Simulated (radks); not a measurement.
Values are calculated unless marked as measured or tabulated.
All-electron atom: Fe I in [Ar] 3d6 4s2. Code: a radial shooting solver on a logarithmic mesh with Libxc functionals. Model: non-relativistic Kohn-Sham, PBE, spin-polarised, spherical densities, point nucleus; open shells are filled with parallel spins first.

Local quantities along the radius. ELF = 1/(1 + alpha^2) is the electron localisation function; alpha = (tau - tau_W)/tau_unif compares the Pauli kinetic energy density with that of the uniform gas (summed over spins); -r V(r) is the screened charge that the Kohn-Sham potential of spin up presents (atomic units); s = |grad rho|/(2 (3 pi^2)^(1/3) rho^(4/3)) is the reduced gradient; r v_xc is r times the local exchange-correlation potential of spin up (hartree bohr).

| r (bohr) | ELF | alpha | -r V(r) | s | r v_xc |
|---|---|---|---|---|---|
| 0.002224 | 1.000 | 0.01468 | 25.83 | 0.3827 | -0.08256 |
| 0.002966 | 1.000 | 0.01546 | 25.76 | 0.3876 | -0.09804 |
| 0.003957 | 1.000 | 0.01656 | 25.66 | 0.3942 | -0.1181 |
| 0.005277 | 1.000 | 0.01817 | 25.54 | 0.4031 | -0.1437 |
| 0.007038 | 1.000 | 0.02057 | 25.37 | 0.4153 | -0.1759 |
| 0.009387 | 0.999 | 0.02428 | 25.15 | 0.4320 | -0.2158 |
| 0.01252 | 0.999 | 0.03031 | 24.85 | 0.4550 | -0.2637 |
| 0.0167 | 0.998 | 0.04079 | 24.46 | 0.4871 | -0.3190 |
| 0.02227 | 0.996 | 0.06061 | 23.96 | 0.5320 | -0.3789 |
| 0.02971 | 0.990 | 0.1024 | 23.32 | 0.5943 | -0.4381 |
| 0.03962 | 0.961 | 0.2021 | 22.52 | 0.6764 | -0.4879 |
| 0.05285 | 0.823 | 0.4636 | 21.54 | 0.7617 | -0.5195 |
| 0.07048 | 0.465 | 1.073 | 20.35 | 0.7613 | -0.5323 |
| 0.09401 | 0.276 | 1.618 | 18.93 | 0.5348 | -0.5432 |
| 0.1254 | 0.446 | 1.114 | 17.35 | 0.3069 | -0.6532 |
| 0.1672 | 0.742 | 0.5891 | 15.60 | 0.3395 | -0.8055 |
| 0.2213 | 0.825 | 0.4609 | 13.73 | 0.5144 | -0.8790 |
| 0.2951 | 0.623 | 0.7782 | 11.70 | 0.7556 | -0.8422 |
| 0.3936 | 0.188 | 2.082 | 9.595 | 0.6644 | -0.7442 |
| 0.525 | 0.382 | 1.272 | 7.653 | 0.2196 | -0.9247 |
| 0.7002 | 0.758 | 0.5654 | 5.734 | 0.3371 | -1.109 |
| 0.9339 | 0.762 | 0.5586 | 4.036 | 0.5940 | -1.132 |
| 1.246 | 0.524 | 0.9537 | 2.752 | 0.8979 | -1.001 |
| 1.661 | 0.220 | 1.884 | 1.862 | 1.073 | -0.8302 |
| 2.216 | 0.225 | 1.854 | 1.299 | 0.9561 | -0.7457 |
| 2.955 | 0.524 | 0.9534 | 0.9543 | 1.095 | -0.7136 |
| 3.942 | 0.772 | 0.5429 | 0.6775 | 1.723 | -0.6019 |
| 5.257 | 0.836 | 0.4436 | 0.4805 | 3.177 | -0.4652 |
| 7.012 | 0.760 | 0.5622 | 0.3289 | 7.147 | -0.3272 |
| 9.352 | 0.367 | 1.313 | 0.1513 | 21.08 | -0.1512 |

On this mesh the ELF has minima near r = 0.094, 0.39, 1.9 bohr, which separate the shells, and maxima near 0.22 (0.82), 0.81 (0.79), 5.3 (0.84).
